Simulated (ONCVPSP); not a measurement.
**An all-electron radial function and its pseudo partner (La (Z = 57))**

Columns: radius, all-electron u(r) and pseudo u(r) of the 5s shell (level -39.07 eV) of lanthanum in the configuration [Kr] 4d10 5s2 5p6 5d1 6s2; LDA (Perdew-Wang 92), scalar-relativistic, ONCV scheme, ONCVPSP 4.0.1.

```tsv
r (bohr)	all-electron	pseudo
0.160	0.2266	0.0558
0.320	0.0150	0.1313
0.480	-0.4998	0.2384
0.640	-0.3650	0.3765
0.800	0.0795	0.5319
0.960	0.5051	0.6828
1.120	0.7896	0.8055
1.280	0.9275	0.8822
1.440	0.9528	0.9044
1.600	0.9056	0.8750
1.760	0.8183	0.8052
1.920	0.7139	0.7105
2.080	0.6073	0.6070
2.240	0.5069	0.5069
2.400	0.4171	0.4170
2.560	0.3394	0.3393
2.720	0.2737	0.2736
2.880	0.2191	0.2191
3.040	0.1745	0.1744
3.200	0.1382	0.1382
3.360	0.1091	0.1091
3.520	0.0859	0.0858
3.680	0.0674	0.0674
3.840	0.0527	0.0527
4.000	0.0412	0.0412
4.160	0.0321	0.0321
```

(1) How many radial nodes do the two functions have?

(2) At about which radius was the pseudo-wave matched?

(3) Is the pseudo-wave norm-conserving?

## Answers

(1) The all-electron 5s function has n − l − 1 = 4 (the table is too coarse to show those close to the nucleus); the pseudo-wave has 0, since the states of the same l below it are removed with the core.

(2) 2.20 bohr, where the columns begin to agree (steps of 0.16 bohr).

(3) Yes: the ONCV scheme keeps the norm inside the radius equal to the all-electron one, which fixes the energy derivative of the logarithmic derivative at the level.
